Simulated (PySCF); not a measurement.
NP, SMILES N#P (connectivity only; charge and spin as stated), charge +1, multiplicity 2. Atoms are numbered in the order given.

```xyz
2

N      0.0000     0.0000    -1.0055
P      0.0000     0.0000     0.4693
```
Charge +1, spin multiplicity 2.

Geometry optimised at B3LYP-D3(BJ)/def2-TZVPD. The multiplicity is an assumed one; other spin states were not compared.

Level of theory: B3LYP/def2-TZVPD (PySCF).

Mulliken values depend strongly on the basis, most of all with diffuse functions as here. ESP charges are fitted to the potential on shells at 1.4 to 2.0 van der Waals radii. Atomic charges (e):

```json
[
 {"atom": "N1", "ESP fit": "0.04", "meta-Löwdin": "-0.06", "Mulliken spin": "0.95"},
 {"atom": "P2", "ESP fit": "0.96", "meta-Löwdin": "1.06", "Mulliken spin": "0.05"}
]
```
